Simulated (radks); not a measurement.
The numbers below are computed, except where a source is named.
Hf, 72 electrons, occupied as [Xe] 4f13 5d2 6s2 6p1 (not the ground configuration).

Code: a radial shooting solver on a logarithmic mesh with Libxc functionals. Model: scalar-relativistic Kohn-Sham, BLYP, spin-polarised, spherical densities, point nucleus; open shells are filled with parallel spins first (spin-orbit coupling, left out, can overturn this in heavy ions).

Energy parts (eV):
| part | energy |
|---|---|
| total | -410304.76 |
| kinetic | 449657.09 |
| electron-nucleus | -1011485.13 |
| Hartree | 159900.80 |
| exchange-correlation | -8377.53 |

Orbitals (lengths in bohr, moments of r in powers of bohr; r(max) is where P^2 peaks; r(90%) holds 90 % of the orbital's charge):
| orbital | occ. | eigenvalue (eV) | <1/r> | r(max) | <r> | r(90%) |
|---|---|---|---|---|---|---|
| 1s up | 1 | -65306.85 | 83.84 | 0.01190 | 0.01898 | 0.0345 |
| 1s down | 1 | -65306.85 | 83.84 | 0.01190 | 0.01898 | 0.0345 |
| 2s up | 1 | -11179.05 | 19.57 | 0.06806 | 0.08037 | 0.125 |
| 2s down | 1 | -11178.95 | 19.57 | 0.06806 | 0.08037 | 0.125 |
| 2p up | 3 | -9816.945 | 17.85 | 0.05567 | 0.07172 | 0.117 |
| 2p down | 3 | -9816.864 | 17.85 | 0.05567 | 0.07172 | 0.117 |
| 3s up | 1 | -2557.728 | 7.239 | 0.1921 | 0.2087 | 0.306 |
| 3s down | 1 | -2557.165 | 7.240 | 0.1921 | 0.2087 | 0.306 |
| 3p up | 3 | -2150.928 | 6.711 | 0.1898 | 0.2086 | 0.312 |
| 3p down | 3 | -2150.359 | 6.712 | 0.1898 | 0.2085 | 0.312 |
| 3d up | 5 | -1669.481 | 6.349 | 0.1546 | 0.1890 | 0.294 |
| 3d down | 5 | -1669.013 | 6.350 | 0.1546 | 0.1890 | 0.293 |
| 4s up | 1 | -525.5271 | 3.073 | 0.4370 | 0.4676 | 0.671 |
| 4s down | 1 | -524.3983 | 3.072 | 0.4371 | 0.4676 | 0.671 |
| 4p up | 3 | -391.8388 | 2.799 | 0.4578 | 0.4966 | 0.722 |
| 4p down | 3 | -390.7433 | 2.798 | 0.4578 | 0.4967 | 0.722 |
| 4d up | 5 | -219.1653 | 2.485 | 0.4702 | 0.5329 | 0.800 |
| 4d down | 5 | -218.0848 | 2.485 | 0.4702 | 0.5330 | 0.800 |
| 5s up | 1 | -74.9110 | 1.194 | 1.005 | 1.117 | 1.61 |
| 5s down | 1 | -73.7267 | 1.196 | 1.004 | 1.115 | 1.60 |
| 5p up | 3 | -42.3733 | 1.003 | 1.140 | 1.306 | 1.91 |
| 5p down | 3 | -41.0860 | 1.006 | 1.139 | 1.304 | 1.91 |
| 4f up | 7 | -28.4383 | 1.963 | 0.4508 | 0.6510 | 1.09 |
| 4f down | 6 | -27.3181 | 1.963 | 0.4510 | 0.6506 | 1.09 |
| 6s up | 1 | -7.0962 | 0.4053 | 2.678 | 3.130 | 4.60 |
| 5d up | 2 | -6.6166 | 0.6336 | 1.563 | 2.068 | 3.27 |
| 6s down | 1 | -6.1504 | 0.3949 | 2.712 | 3.212 | 4.76 |
| 5d down | 0 | -5.3408 | 0.6252 | 1.565 | 2.111 | 3.37 |
| 6p up | 1 | -2.3894 | 0.2860 | 3.592 | 4.418 | 6.70 |
| 6p down | 0 | -1.7971 | 0.2668 | 3.748 | 4.749 | 7.31 |

The highest occupied level is 6p up at -2.389 eV. The configuration is held as typed, so some empty levels lie below it. Summed over all electrons, <r^2> = 83.46 bohr^2, which gives a Langevin (diamagnetic) susceptibility term of -66.1 x 10^-6 cm^3/mol.
